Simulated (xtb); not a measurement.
H₂Zn (SMILES [ZnH2]), singlet, from a rough starting geometry (GFN-xTB shapes and energies of metal compounds can be far from the true ones).

The xtb input:
```
$ xtb mol.xyz --gfn 2 --opt vtight --json

# file mol.xyz
3

Zn    -0.00081859    -0.01123426     0.01029143
H      0.22803926    -1.48834954     0.05319482
H     -0.24474856     1.51884543    -0.11777583
```

**Question.** What does this run give for the total energy at the end of the optimisation, HOMO-LUMO gap, dipole moment?

**Answer.** 
```json
{
 "total_energy_at_the_end_of_the_optimisation": "-1.5604 Eh",
 "HOMO-LUMO gap": "7.58 eV",
 "dipole_moment": "0.00 D"
}
```
